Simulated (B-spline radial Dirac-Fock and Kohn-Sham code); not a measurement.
## Isotope-shift constants of the inner levels of Tc⁷⁺

System: Tc⁷⁺, [Ar] 3d10 4s2 4p6.

Method: first-order field-shift and mass-shift constants from Dirac-Fock ground and hole states with a Fermi nucleus; the mass shift has no relativistic recoil terms. Computed with a radial atomic solver. A binding energy shifts by δE = F·δ⟨r²⟩ + (K_N + K_S)·δ(1/M); F is taken for a change of radius at fixed skin thickness and so holds the higher radial moments.

```
     level  F (meV/fm²)  K_N (meV u)  K_S (meV u)
    K (1s)       -36.46       -11650         5357
   L1 (2s)       -3.995        -1746       -108.3
L2 (2p1/2)       0.2228        -1606         2033
L3 (2p3/2)       0.2748        -1541         1863
   M1 (3s)      -0.7199       -369.3       -88.31
M2 (3p1/2)      0.05583       -315.5        265.7
M3 (3p3/2)      0.06629       -304.3        220.5
M4 (3d3/2)      0.05672       -209.1        245.9
M5 (3d5/2)      0.05588       -207.0        241.3
```
